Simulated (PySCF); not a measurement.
BaCl, SMILES [Cl][Ba+], charge +1. Atoms are numbered in the order given.

```xyz
2

Ba     0.0000     0.0000    -0.6055
Cl     0.0000     0.0000     1.9945
```
Charge +1, spin multiplicity 1.

Geometry: B3LYP-D3(BJ)/def2-TZVPD. The multiplicity is an assumed one; other spin states were not compared. The def2 effective core potentials stand for the cores of Ba; spin–orbit coupling is left out.

Calculation: ωB97X/def2-TZVPD run with PySCF.

Mulliken values depend strongly on the basis, most of all with diffuse functions as here. ESP charges are fitted to the potential on shells at 1.4 to 2.0 van der Waals radii. Atomic charges (e):

```json
[
 {"atom": "Ba1", "Mulliken": "1.70", "ESP fit": "?"},
 {"atom": "Cl2", "Mulliken": "-0.70", "ESP fit": "?"}
]
```

### Question
Some entries are withheld; supply them. (The exact figures need the calculation; the answer reports its results.)

### Answer

- Ba1, ESP fit: 1.50
- Cl2, ESP fit: -0.50
